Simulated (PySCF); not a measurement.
# Electronic structure of S¹⁰⁺ (sulfur, charge +10) at the PBE level

Configuration: [He] 2s2 2p2, high-spin 3P determinant. Computed with PySCF 2.14 in an even-tempered Gaussian basis (18 s from 1.1 bohr⁻², ratio 2.2; 11 p from 1.4 bohr⁻², ratio 2.2; 6 d from 7.5 bohr⁻², ratio 2.4; 5 f from 11 bohr⁻², ratio 2.4; 5 g from 17 bohr⁻², ratio 2.4), with the non-relativistic Hamiltonian (point nucleus).

```json
{
  "Total energy": "-334.9717 hartree",
  "One-electron energy": "-380.8032 hartree",
  "Hartree (Coulomb) energy": "62.1621 hartree",
  "Exchange-correlation energy": "-16.3306 hartree",
  "Kinetic energy": "334.80640 hartree",
  "⟨S²⟩": "2.0002",
  "⟨L²⟩": "2.001",
  "Sum of ⟨r⟩": "1.816 bohr",
  "Sum of ⟨r²⟩": "0.8129 bohr²",
  "Traceless quadrupole moment −½Σ⟨3z² − r²⟩ along its main axis": "0.0679 e·bohr²",
  "Density at the nucleus (Gaussians lack the cusp)": "2690 bohr⁻³",
  "Spin density at the nucleus": "-0.572 bohr⁻³"
}
```

```json
{"shell": "1s α", "electrons": "1", "mean orbital energy (eV)": "-2789.7", "rms radius, mean of both spins (bohr)": "0.112"}
{"shell": "1s β", "electrons": "1", "mean orbital energy (eV)": "-2784.1", "rms radius, mean of both spins (bohr)": "0.112"}
{"shell": "2s α", "electrons": "1", "mean orbital energy (eV)": "-516.56", "rms radius, mean of both spins (bohr)": "0.469"}
{"shell": "2s β", "electrons": "1", "mean orbital energy (eV)": "-505.38", "rms radius, mean of both spins (bohr)": "0.469"}
{"shell": "2p α", "electrons": "2", "mean orbital energy (eV)": "-476.84", "rms radius, mean of both spins (bohr)": "0.417"}
```
